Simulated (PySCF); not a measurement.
Q: What does the PBE0-D3(BJ)/def2-SVP structure of `NB(Br)C` look like in three dimensions?

A: 
```xyz
9
CH5BBrN angstrom
C     -1.1168   -0.2401    0.3635
B      0.2380    0.4247   -0.0614
N      1.3638   -0.2807   -0.4698
Br     0.3844    2.3708   -0.0264
H     -1.0957   -1.3394    0.3077
H     -1.3800    0.0507    1.3931
H     -1.9361    0.1238   -0.2773
H      2.2295    0.1670   -0.7405
H      1.3785   -1.2913   -0.5155
```

Any rigid rotation of these coordinates is as good. Atoms count from 1 in this order. B2 (three-coordinate boron) is planar (angles 124.4°, 118.9° and 116.8°, sum 360.0°, 0.00 Å off the plane of its three neighbours). N3 (boron-bound nitrogen) is planar (angles 123.2°, 122.1° and 114.7°, sum 360.0°, 0.00 Å off the plane of its three neighbours). The 4 heavy atoms lie in one plane (0.000 Å rms).

Bonds between heavy atoms (Å): C1–B2 1.568, B2–N3 1.390, B2–Br4 1.952.

Level of theory: PBE0-D3(BJ)/def2-SVP geometry optimisation, gas phase in PySCF 2.14.0.

Point group: Cs (tolerance 0.08 Å). Stationary, but not proved a minimum.

On one thread of an Arm Neoverse V1, on a shared host, this took 54 s wall and 0.41 GiB of memory at its peak. That covers the optimisation of the geometry.
